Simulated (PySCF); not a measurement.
Species: [Mo(NMe)F4]-, CH₃F₄MoN (charge -1 and doublet state).
Bonds: Mo1–N2, Mo1–F7, Mo1–F8, Mo1–F9, Mo1–F10, N2–C3. Hydrogens: H4, H5, H6 on C3.

Theory: PySCF 2.14.0, PBE0-D3(BJ)/def2-SVP geometry optimisation, gas phase, def2 core potentials past Kr.

(1) List the bond lengths and angles at this level.

Answers

(1) 
```json
{"bond": "Mo1–N2", "length (pm)": "170.7"}
{"bond": "Mo1–F7 and 3 like bonds", "length (pm)": "192.4"}
{"bond": "N2–C3", "length (pm)": "140.5"}
{"bond": "C3–H4, C3–H5, C3–H6", "length (pm)": "110.7"}
```

Bonds in one row agree within 1 pm and their mean is given. A selection of angles:
```json
{"angle": "N2–Mo1–F7", "degrees": "107.3"}
{"angle": "F7–Mo1–F8", "degrees": "84.8"}
{"angle": "F7–Mo1–F9", "degrees": "145.8"}
{"angle": "Mo1–N2–C3", "degrees": "179.5"}
{"angle": "N2–C3–H4", "degrees": "111.6"}
{"angle": "H4–C3–H5", "degrees": "107.2"}
```

All 4 F–Mo bonds measure 1.923 to 1.924 Å. Mo1 (molybdenum bonded to 4 F and N) is square pyramidal (τ5 = (β − α)/60° = 0.02 from the two widest angles, 145.8° and 144.8° (0 for a square pyramid, 1 for a trigonal bipyramid)).

Point group: near Cs, missed by 0.19 Å at most; the miss may be what the optimiser left on a soft mode. Not checked by PBE0-D3(BJ)/def2-SVP frequencies. ⟨S²⟩ = 0.758 (exact for a doublet: 0.75).
